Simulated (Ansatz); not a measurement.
Ansatz (an electronic-structure program) input (BHLYP/def2-TZVPD):

Ansatz 0.2 input:
```yaml
crystal:
  periodic: [false, false, false]
  atoms:
    - {symbol: O, position_ang: [-2.21011806, 1.58059371, -0.76287935]}
    - {symbol: C, position_ang: [-1.04177073, 0.92823102, -0.39043481]}
    - {symbol: C, position_ang: [0.16262589, 1.70224252, -0.25001529]}
    - {symbol: C, position_ang: [1.18368150, 0.91518891, 0.11199617]}
    - {symbol: Se, position_ang: [0.69299814, -0.99921501, 0.32398805]}
    - {symbol: C, position_ang: [-1.02851199, -0.41330456, -0.16160884]}
    - {symbol: H, position_ang: [-1.90153954, 2.49572982, -0.84757924]}
    - {symbol: H, position_ang: [2.22356679, 1.13854250, 0.30813948]}
    - {symbol: H, position_ang: [-1.85916739, -1.09985911, -0.23274237]}
basis:
  gaussian:
    orbitals: def2-TZVPD
hamiltonian:
  xc: {name: BHLYP}
total_charge: -1
output: {forces: true}
```

End of the output:

```
mean field evaluation 16: about -71590.3666 eV, gradient 6.9e-3 eV
mean field -71590.36656302 eV, -2630.8974454977 hartree, gradient 4.7e-5 eV, S^2 0.000000; 0 other end points of the search recorded, 0 dependent functions left out
the calculation of the forces begins
reference -71590.36675741 eV, -2630.8974526412 hartree; 35, 35 occupied and 237, 237 virtual orbitals, 1771 factors
Total energy: -71590.36675741 eV, -2630.8974526412 hartree
Atom 0 at    -2.210118     1.580594    -0.762879 Å, force     0.867128     0.344960     0.136839 eV/Å
Atom 1 at    -1.041771     0.928231    -0.390435 Å, force    -0.336325    -0.552952     0.017490 eV/Å
Atom 2 at     0.162626     1.702243    -0.250015 Å, force     0.290260    -0.355143     0.125032 eV/Å
Atom 3 at     1.183682     0.915189     0.111996 Å, force    -0.238311    -0.150358    -0.028255 eV/Å
Atom 4 at     0.692998    -0.999215     0.323988 Å, force    -0.218855     0.675005    -0.162830 eV/Å
Atom 5 at    -1.028512    -0.413305    -0.161609 Å, force     0.033124     0.439793    -0.066593 eV/Å
Atom 6 at    -1.901540     2.495730    -0.847579 Å, force    -0.289914    -0.586935     0.033643 eV/Å
Atom 7 at     2.223567     1.138543     0.308139 Å, force    -0.300788    -0.025467    -0.063323 eV/Å
Atom 8 at    -1.859167    -1.099859    -0.232742 Å, force     0.193680     0.211097     0.007997 eV/Å
Dipole moment:     0.079978    -0.739566     0.142482 e Å
```

It need not be the lowest isomer of its formula. Whether it binds its extra electron was not tested at this geometry.
